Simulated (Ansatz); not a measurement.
Gas-phase electronic energies from Ansatz, PBE0-D4/def2-TZVP geometries. CBS: MP2 limit from def2 TZ/QZ plus the TZ coupled-cluster correction, frozen cores. Functionals use def2-TZVPP. Each species was taken in one conformer, which may not be the lowest.

`C#CC(=O)[SiH3]` + `N[SiH](Cl)O[SiH3]` → `N[Si]([SiH3])(Cl)O[SiH3]` + `C#CC=O`  (formal exchange of groups at the Si–C bond)

Q: Is it downhill or uphill in electronic energy at CCSD(T)/CBS, and by how much? (An estimate is asked.)

A: Computed: Downhill: ΔE = -9.8 kJ/mol.

Q: What do these levels give: PBE-D4, r2SCAN-D4, ωB97X-V, r2SCAN, HF/def2-TZVPP, CCSD/CBS(def2)? (An estimate is asked.)

A: Ansatz gave: PBE-D4 -19.8, r2SCAN-D4 -12.2, ωB97X-V -12.0, r2SCAN -11.0, HF/def2-TZVPP -2.0, CCSD/CBS(def2) -9.5 kJ/mol.

Largest T1 diagnostic among the species: 0.016.

In def2-TZVPP, CCSD(T) changes the Hartree–Fock value by −7.9 kJ/mol (the triples alone add −0.3 kJ/mol) and MP2 by −4.1 kJ/mol. The D4 term adds −5.0 kJ/mol with B3LYP and −3.2 kJ/mol with PBE0; it sums over pairs of atoms, weighted by their polarisabilities, and B3LYP, whose exchange is more repulsive, gets the larger term.

B3LYP here is the variant with VWN-RPA as its local correlation; programs differ in this.
